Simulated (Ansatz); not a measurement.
Reaction (formal exchange of groups at the Al–Si bond): `FC[SiH](F)[AlH2]` + `FBF` → `F[B](F)[AlH2]` + `FC[SiH2]F`

Gas-phase electronic energies from Ansatz, PBE0-D4/def2-TZVP geometries. CBS: MP2 limit from def2 TZ/QZ plus the TZ coupled-cluster correction, frozen cores. This one scheme is used for every species. DFT in def2-TZVPP. HSE06 is defined as in plane-wave codes. One conformer a species, not always the lowest.

`FC[SiH](F)[AlH2]`:

```xyz
10

F    -1.578   -2.215   -0.422
C    -0.590   -1.451    0.185
Si   -0.325    0.199   -0.703
F     0.275   -0.100   -2.168
Al    1.174    1.701    0.576
H     0.331   -2.046    0.210
H    -0.889   -1.263    1.224
H    -1.675    0.801   -0.904
H     2.338    2.510   -0.137
H     0.939    1.866    2.139
```

`FBF`:

Z-matrix (Å, degrees):
```
B
F 1 1.313
F 1 1.313 2 118.1
H 1 1.191 2 121.0 3 180.0
```

`F[B](F)[AlH2]`:

```xyz
6

F     1.147   -0.232   -1.786
B     0.519    0.473   -0.854
F     0.561    1.787   -1.025
Al   -0.493   -0.449    0.811
H     0.290   -0.731    2.163
H    -2.024   -0.848    0.691
```

`FC[SiH2]F`:

Cartesian coordinates in Å:
```
F -0.141 -0.760 1.781
C 0.151 -0.862 0.428
Si -0.089 0.786 -0.449
F -1.645 1.147 -0.510
H -0.488 -1.639 -0.006
H 1.191 -1.194 0.322
H 0.411 0.649 -1.841
H 0.609 1.873 0.275
```

Task: Is it downhill or uphill in electronic energy at CCSD(T)/CBS, and by how much? (An estimate is asked.)

Result: Computed: Uphill: ΔE = +21.9 kJ/mol.

Task: What do these levels give: HSE06-D4, ωB97M-V, PBE-QIDH, revPBE, r2SCAN, PBE0, HSE06, RPA@PBE/def2-TZVPP, MP2/def2-TZVPP, CCSD/def2-TZVPP, CCSD(T)/def2-TZVPP, MP2/def2-QZVPP? (Best estimate.)

Result: Computed: HSE06-D4 26.7, ωB97M-V 17.4, PBE-QIDH 23.7, revPBE 24.5, r2SCAN 23.9, PBE0 24.8, HSE06 25.0, RPA@PBE/def2-TZVPP 18.1, MP2/def2-TZVPP 21.3, CCSD/def2-TZVPP 20.6, CCSD(T)/def2-TZVPP 21.3, MP2/def2-QZVPP 21.6 kJ/mol.

Task: What do rigid-rotor, harmonic-oscillator terms from PBE0-D4/def2-TZVP frequencies (298.15 K, 1 bar) make of the CCSD(T)/CBS value? (An estimate is asked.)

Result: The calculation gave: ΔZPE = -2.1 kJ/mol, ΔH = +18.8 kJ/mol, ΔS = -2 J/(mol·K), ΔG = +19.5 kJ/mol.

Largest T1 diagnostic among the species: 0.014.

Leaving LDA and LC-ωPBE aside and taking each functional with its dispersion term where it has one, the values, not all of them listed here, spread over 9.4 kJ/mol, from ωB97M-V to PBE-D4. In def2-TZVPP, CCSD(T) changes the Hartree–Fock value by +3.4 kJ/mol (the triples alone add +0.7 kJ/mol) and MP2 by +3.4 kJ/mol.
